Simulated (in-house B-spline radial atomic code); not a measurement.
**LDA VWN5 excitations of Yb**

Method: LDA VWN5. Computed with an all-electron radial atomic-structure program (B-spline basis): linear response of the closed shell [Xe] 4f14 6s2 with the functional's adiabatic kernel; scalar-relativistic (spin-free one-electron X2C), finite nucleus, no spin-orbit coupling, no double excitations, S, P, D and F terms only; shells from n = 4 respond. Only terms of natural parity with L up to 3 were computed.

Spin-orbit coupling is strong here, so these LS terms don't match observed levels.

Command:
```bash
python run_td.py task.json out
```
Settings (radii: box in bohr, nucleus in fm):
```
Z                        70
electrons                70
configuration            [Xe] 4f14 6s2
hamiltonian              x2c
method                   lda,vwn
box_radius               75
rms_radius               5.3108
intervals                76
```

Time taken, with all properties: 1.8 s on 1 thread of Intel(R) Xeon(R) Platinum 8488C (Sapphire Rapids) (shared host).

The lowest states, in the order of their Tamm-Dancoff energies; the method's threshold (minus the highest occupied level) is 3.265 eV. Labels give the largest channel, * marks a mixed state, and oscillator strengths are full-response dipole values. Measured ¹D terms are left out, since they can mix with doubly excited terms. Semilocal kernels can invert the small singlet-triplet splittings of Rydberg terms. Energies in eV:

```
     state  full response  Tamm-Dancoff  oscillator strength  measured (J-weighted term)
4f → 6p 3D              ?             ?                    -                           -
4f → 6p 1D          2.141         2.146                    -                           -
4f → 5d 3P          2.156         2.199                    -                           -
4f → 5d 3F          2.336         2.344                    -                           -
4f → 5d 1F              ?             ?                    -                           -
6s → 6p 3P          2.518         2.549                    -                       2.339
6s → 5d 3D          2.797         2.836                    -                       3.092
4f → 5d 1P          2.828         2.925                 0.11                           -
```

Question: Where does 4f → 6p 3D lie?

Answer: At 2.066 eV in full response, 2.070 eV in Tamm-Dancoff.

Question: Where does 4f → 5d 1F lie?

Answer: At 2.537 eV in full response, 2.547 eV in Tamm-Dancoff.

Question: How large is the singlet-triplet splitting of 4f → 6p (D terms) in Tamm-Dancoff?

Answer: 0.0752 eV, from the unrounded values.

Question: What polarisabilities and dispersion coefficient does the method give?

Answer: Dipole 125.5 bohr³, quadrupole 2547 bohr⁵, C6 1693 hartree·bohr⁶ for two such species. Recommended dipole value: 139 ± 6 bohr³ (Schwerdtfeger and Nagle, table of static dipole polarizabilities (2023 update)), which includes relativity and correlation.
